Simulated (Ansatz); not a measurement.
`F[SiH](F)Br` + CH₄ → `C[SiH](F)Br` + H–F at 500 K and 1 bar (formal exchange of groups at the Si–F bond).

Computed with Ansatz on PBE0-D4/def2-TZVP structures; ΔE is electronic, products minus reactants. CBS: MP2 limit from def2 TZ/QZ plus the TZ coupled-cluster correction, frozen cores. This one scheme is used for every species. For Br outer-core shells are correlated without core-valence functions, which leaves a few kJ/mol of doubt a bond. Scalar relativity is left out up to krypton.

```
      species  CCSD(T)/CBS energy (Eh)  H − E (kJ/mol)  S (J/(mol·K))
`F[SiH](F)Br`              -3062.76774            73.2          351.3
          CH₄                -40.46206           135.6          206.8
`C[SiH](F)Br`              -3002.78099           169.1          381.8
          H–F               -100.39570            39.4          188.7
```

H − E and S are ideal-gas, rigid-rotor, harmonic terms from PBE0-D4/def2-TZVP, for one conformer and one mirror image of each species. 1 Eh = 2625.50 kJ/mol, R = 8.31446 J/(mol·K).

Problem. By hand: ΔE, ΔH, ΔS and ΔG.

Solution. ΔE = (-3002.78099) + (-100.39570) − (-3062.76774) − (-40.46206) = 0.05311 Eh = 139.4 kJ/mol. Δ(H − E) = 169.1 + 39.4 − 73.2 − 135.6 = -0.3, so ΔH = 139.1 kJ/mol. ΔS = 381.8 + 188.7 − 351.3 − 206.8 = 12.4 J/(mol·K). ΔG = 139.1 − 500 × (12.4)/1000 = 132.9 kJ/mol.

Problem. By hand: the equilibrium constant, and the temperature at which ΔG would vanish if ΔH and ΔS stayed fixed.

Solution. log₁₀ K = −ΔG/(RT ln 10) = -13.9. ΔG = 0 at ΔH/ΔS = 11218 K, far beyond where these terms or the molecules hold.

The number of gas molecules stays the same, so ΔS is small and ΔH decides. A doubt of 5 kJ/mol in ΔE shifts log₁₀ K by 0.5 here. Other conformers and mirror images would add mixing entropy, several J/(mol·K) or more a flexible species. These are equilibria of isolated gas molecules and say nothing of rates. Largest T1 diagnostic: 0.010 (customary marks: 0.02 for closed shells, 0.045 for open ones).
